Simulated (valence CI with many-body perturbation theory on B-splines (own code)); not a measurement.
Tl XXXI: calculated level list

Calculated by valence CI with perturbative core correlation (CI+MBPT): five valence electrons over a frozen Dirac-Fock core [Kr] 4d10, radial functions for each j: 7 s, 7 p, 7 d, 7 f, 4 g, 2 h, with the one-electron correlation potential Σ1, the two-electron term Σ2, the three-electron term Σ3, Breit, model QED; selected CI, second order for the rest, scaled by the run's own slope (own B-spline code, finite nucleus).

The last digits are not significant, and no measured levels were compared; by estimate large intervals hold to a few tenths of a per cent, small ones and those within an open d or f shell to about a per cent. Among the levels kept, up to 950 cm⁻¹ of a level comes from second order outside the variational space, and about a tenth of that is noise between levels of different J, which matters for small intervals. Only levels of the ground parity were solved; by the run's estimate the other parity begins above the list, which can be wrong where configurations are misplaced.

Levels 91 to 135 of 193, with energies above the lowest level, (4f5/2^5) J=5/2. "Leading %" is the weight of the configuration and term that name the level; weights of strongly mixed levels are sums over their largest components and can fall short. In the jj column 3d3/2^4 stands for four electrons in 3d with j = 3/2.

```csv
No.,Configuration,Term,J,E (cm⁻¹),Leading %,Leading jj,Second component
91,4f5,4K°,13/2,204870,25,4f5/2^3 4f7/2^2 (72 %),21 % 4f5 4I°
92,4f5,2L°,17/2,205920,79,4f5/2^2 4f7/2^3 (65 %),13 % 4f5 4K°
93,4f5,2H°,11/2,206620,41,4f5/2^2 4f7/2^3 (74 %),26 % 4f5 2I°
94,4f5,4K°,15/2,206890,75,4f5/2^2 4f7/2^3 (64 %),9 % 4f5 2L°
95,4f5,4H°,7/2,207520,27,4f5/2^4 4f7/2 (47 %),24 % 4f5 2G°
96,4f5,4D°,1/2,208550,47,4f5/2 4f7/2^4 (64 %),27 % 4f5 4P°
97,4f5,4H°,13/2,208630,52,4f5/2^2 4f7/2^3 (68 %),24 % 4f5 4K°
98,4f5,4H°,11/2,208960,40,4f5/2^2 4f7/2^3 (44 %),28 % 4f5 2I°
99,4f5,2D°,5/2,209120,40,4f5/2^2 4f7/2^3 (69 %),36 % 4f5 2F°
100,4f5,2H°,9/2,209890,34,4f5/2 4f7/2^4 (37 %),19 % 4f5 4G°
101,4f5,2F°,5/2,213670,32,4f5/2^2 4f7/2^3 (56 %),22 % 4f5 2D°
102,4f5,4K°,17/2,215020,49,4f5/2 4f7/2^4 (52 %),33 % 4f5 2L°
103,4f5,2H°,9/2,216020,31,4f5/2 4f7/2^4 (50 %),19 % 4f5 4H°
104,4f5,4H°,7/2,216980,32,4f5/2 4f7/2^4 (54 %),32 % 4f5 4G°
105,4f5,2M°,19/2,218400,58,4f5/2 4f7/2^4 (92 %),23 % 4f5 4L°
106,4f5,2H°,11/2,218670,30,4f5/2 4f7/2^4 (48 %),20 % 4f5 4G°
107,4f5,2H°,9/2,218730,51,4f5/2^2 4f7/2^3 (65 %),30 % 4f5 4H°
108,4f5,4F°,3/2,220860,28,4f5/2^2 4f7/2^3 (45 %),23 % 4f5 4P°
109,4f5,2I°,13/2,221350,65,4f5/2^2 4f7/2^3 (42 %),16 % 4f5 4H°
110,4f5,2N°,21/2,221770,54,4f5/2 4f7/2^4 (89 %),32 % 4f5 2O°
111,4f5,4D°,1/2,223030,53,4f5/2^2 4f7/2^3 (56 %),41 % 4f5 4P°
112,4f5,4D°,7/2,223890,46,4f5/2^2 4f7/2^3 (62 %),21 % 4f5 4G°
113,4f5,4F°,5/2,225460,23,4f5/2 4f7/2^4 (49 %),23 % 4f5 2D°
114,4f5,4H°,9/2,229530,42,4f5/2^3 4f7/2^2 (46 %),18 % 4f5 2G°
115,4f5,4H°,11/2,229690,33,4f5/2^2 4f7/2^3 (48 %),25 % 4f5 2I°
116,4f5,2K°,15/2,230590,78,4f5/2^2 4f7/2^3 (67 %),9 % 4f5 2L°
117,4f5,4F°,5/2,230790,39,4f5/2^3 4f7/2^2 (53 %),20 % 4f5 4D°
118,4f5,2I°,13/2,230810,39,4f5/2^2 4f7/2^3 (54 %),30 % 4f5 2K°
119,4f5,2F°,7/2,230870,43,4f5/2^2 4f7/2^3 (36 %),19 % 4f5 2G°
120,4f5,2D°,3/2,234450,35,4f5/2^2 4f7/2^3 (53 %),28 % 4f5 4D°
121,4f5,4H°,7/2,235730,33,4f5/2^2 4f7/2^3 (45 %),20 % 4f5 4D°
122,4f5,2H°,11/2,237490,23,4f5/2 4f7/2^4 (38 %),22 % 4f5 2I°
123,4f5,2G°,9/2,240030,52,4f5/2 4f7/2^4 (45 %),27 % 4f5 2H°
124,4f5,2K°,15/2,241080,54,4f5/2 4f7/2^4 (74 %),32 % 4f5 2L°
125,4f5,2M°,17/2,241330,71,4f5/2^2 4f7/2^3 (74 %),19 % 4f5 4K°
126,4f5,4H°,13/2,241560,41,4f5/2 4f7/2^4 (49 %),30 % 4f5 2I°
127,4f5,2P°,1/2,242890,77,4f5/2^2 4f7/2^3 (78 %),17 % 4f5 4D°
128,4f5,2F°,7/2,245550,48,4f5/2 4f7/2^4 (52 %),25 % 4f5 2G°
129,4f5,2H°,9/2,245720,37,4f5/2^3 4f7/2^2 (64 %),28 % 4f5 2G°
130,4f5,2F°,5/2,247820,44,4f5/2 4f7/2^4 (50 %),22 % 4f5 4D°
131,4f5,2H°,11/2,250060,38,4f5/2^2 4f7/2^3 (48 %),27 % 4f5 2I°
132,4f5,4F°,3/2,250690,42,4f5/2^2 4f7/2^3 (56 %),23 % 4f5 4S°
133,4f5,2M°,19/2,250910,98,4f5/2^2 4f7/2^3 (93 %),
134,4f5,2K°,15/2,251330,48,4f7/2^5 (45 %),28 % 4f5 4I°
135,4f5,2F°,7/2,251490,43,4f5/2^3 4f7/2^2 (53 %),29 % 4f5 4F°
```

Where two levels of one J and parity lie close, their mixing, g and order are uncertain.
